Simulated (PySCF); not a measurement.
**Dipole response of Ba (barium, neutral)**

[Xe] 5d2, high-spin 3F determinant (an excited configuration). All numbers are calculated (PySCF 2.14, scalar relativity by spin-free X2C-1e, in aug-cc-pVQZ-X2C (10s9p7d4f2g, 118 functions)). Coupled (time-dependent) response in atomic units; α is the mean over directions.

| method | mean α (bohr³) | α xx, yy, zz | C₆ (like pair) | S(−4) |
| --- | --- | --- | --- | --- |
| PBE | 735.9 | 736.8, 736.8, 734.2 | 8765 | 2649000 |

S(−4) is the Cauchy moment in α(ω) = α(0) + S(−4) ω² + …

Spin-orbit coupling is absent.

α(iu) at PBE:

```json
{"u (hartree)": "0", "α(iu) (bohr³)": "735.9"}
{"u (hartree)": "0.0500", "α(iu) (bohr³)": "150.6"}
{"u (hartree)": "0.100", "α(iu) (bohr³)": "85.06"}
{"u (hartree)": "0.200", "α(iu) (bohr³)": "42.65"}
{"u (hartree)": "0.300", "α(iu) (bohr³)": "27.32"}
{"u (hartree)": "0.500", "α(iu) (bohr³)": "15.47"}
{"u (hartree)": "0.750", "α(iu) (bohr³)": "9.597"}
{"u (hartree)": "1.00", "α(iu) (bohr³)": "6.627"}
{"u (hartree)": "1.50", "α(iu) (bohr³)": "3.745"}
{"u (hartree)": "2.00", "α(iu) (bohr³)": "2.438"}
{"u (hartree)": "3.00", "α(iu) (bohr³)": "1.316"}
{"u (hartree)": "5.00", "α(iu) (bohr³)": "0.6013"}
```

A single London oscillator, α(iu) = α/(1 + u²/ω²), gives C₆ = (3/4) ω α². Matching the computed C₆ needs ω = 4 × 8765 / (3 × 735.9²) = 0.0216 hartree.

The components differ because the open shell of this determinant is not spherical; for a pure term their mean is the scalar polarisability.

Spin-orbit coupling, absent here, splits the open shell strongly.
